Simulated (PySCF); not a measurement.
SMILES B(O)(CC[Si](O)(O)C)O (C3H11BO4Si) (GFN2-xTB optimised geometry):

```
20

Si     2.250     0.470     1.293
C      2.918     0.933     3.015
O      2.652     1.591     0.183
O      2.960    -0.910     0.760
C      0.350     0.360     1.307
C     -0.221    -0.222     0.000
B     -1.820    -0.222     0.000
O     -2.488    -1.394     0.024
O     -2.557     0.926     0.000
H      4.003     0.906     3.029
H      2.614     1.935     3.298
H      2.564     0.256     3.786
H      3.441     1.459    -0.337
H      2.781    -1.738     1.194
H     -0.070     1.353     1.471
H      0.008    -0.253     2.141
H      0.163    -1.232    -0.137
H      0.160     0.375    -0.832
H     -3.441    -1.298     0.036
H     -2.053     1.738    -0.013
```

Level of theory: PBE0/def2-SVP (PySCF 2.14.0).

Q: What are the frontier orbital energies and the dipole moment?

A: HOMO-2 -8.91 eV, HOMO-1 -8.56 eV, HOMO -7.30 eV, LUMO 1.12 eV, LUMO+1 1.71 eV; dipole moment 0.91 D.

On the same geometry PBE/def2-SVP (PySCF) gives HOMO-2 -7.06 eV, HOMO-1 -6.93 eV, HOMO -5.89 eV, LUMO 0.24 eV, LUMO+1 0.74 eV; dipole moment 0.80 D.

Meta-Löwdin charges at PBE0/def2-SVP: Si1 1.26, C2 -0.59, O3 -0.72, O4 -0.72, C5 -0.43, C6 -0.30, B7 0.42, O8 -0.48, O9 -0.50, H10 0.11, H11 0.12, H12 0.11, H13 0.34, H14 0.33, H15 0.10, H16 0.10, H17 0.10, H18 0.10, H19 0.33, H20 0.33.
